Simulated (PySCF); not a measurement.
Compound: C6H6F4.
SMILES with atom numbers: `[CH2:1]=[C:2]([CH3:3])/[C:4]([F:5])=[CH:6]/[C:7]([F:8])([F:9])[F:10]` (hydrogens: H11, H12 on C1; H13, H14, H15 on C3; H16 on C6)

Cartesian coordinates in Å at the GFN2-xTB level; atoms count from 1:
```xyz
16
C6H6F4 angstrom
C     -1.7628    1.6593    0.2829
C     -1.1300    0.5027    0.0839
C     -1.8525   -0.7874   -0.1529
C      0.3282    0.4595    0.0914
F      0.9266    1.6374    0.3192
C      1.0937   -0.6196   -0.1037
C      2.5872   -0.5575   -0.0865
F      3.1206   -1.7703   -0.3048
F      3.0934    0.2516   -1.0324
F      3.0875   -0.1307    1.0849
H     -2.8370    1.7154    0.2838
H     -1.2300    2.5795    0.4491
H     -1.5946   -1.5159    0.6133
H     -2.9253   -0.6217   -0.1271
H     -1.5874   -1.2019   -1.1238
H      0.6749   -1.5914   -0.2886
```

The closed-shell SCF was solved with PySCF and density fitting under several settings on one GFN2-xTB geometry (grid level 2 and gas phase unless stated).

| settings | basis functions | SCF cycles | E (Eh) | HOMO (eV) | LUMO (eV) | dipole (D) |
| --- | --- | --- | --- | --- | --- | --- |
| PBE0/pcSseg-1 | 200 | 14 | -630.8846 | -7.61 | -1.76 | 4.12 |
| PBE0/def2-SVPD | 260 | 14 | -630.5058 | -7.66 | -1.84 | 4.16 |

Problem. Estimate the row for these settings: PBE0/cc-pVDZ, start guess vsap.

Solution. 
```tsv
settings	basis functions	SCF cycles	E (Eh)	HOMO (eV)	LUMO (eV)	dipole (D)
PBE0/cc-pVDZ, start guess vsap	170	12	-630.9752	-7.40	-1.52	3.85
```

Problem. Over all rows, what range does the HOMO–LUMO gap span?

Solution. From 5.82 eV (PBE0/def2-SVPD) to 5.88 eV (PBE0/cc-pVDZ, start guess vsap).

Problem. And the dipole moment?

Solution. From 3.85 D (PBE0/cc-pVDZ, start guess vsap) to 4.16 D (PBE0/def2-SVPD); the largest is 1.08 times the smallest, and the median is 4.12 D.

Problem. Compare two rows with the functional PBE0: PBE0/cc-pVDZ, start guess vsap and PBE0/def2-SVPD. Which energy is lower, and by how much?

Solution. PBE0/cc-pVDZ, start guess vsap (170 functions) lies 0.4694 Eh or 295 kcal/mol below PBE0/def2-SVPD (260 functions). The smaller set gives the lower energy; the two sets aren't nested, so the variational bound doesn't order them by size.

Whole jobs, the steps after the SCF included, on one thread of an Arm Neoverse N1 (shared host):

| settings | work after the SCF | wall time | peak memory |
| --- | --- | --- | --- |
| PBE0/pcSseg-1 | shieldings, charges and field gradients | 49 s | 0.84 GiB |
| PBE0/def2-SVPD | 6 singlets by full TDDFT, 2 Tamm–Dancoff triplets, polarisability | 96 s | 1.0 GiB |
| PBE0/cc-pVDZ, start guess vsap | spin–spin couplings from 10 perturbed nuclei, spin–dipole term for 4 of them | 86 s | 0.90 GiB |

Cycle counts include a coarse-grid stage where the run had one.

One conformer stands for the species.
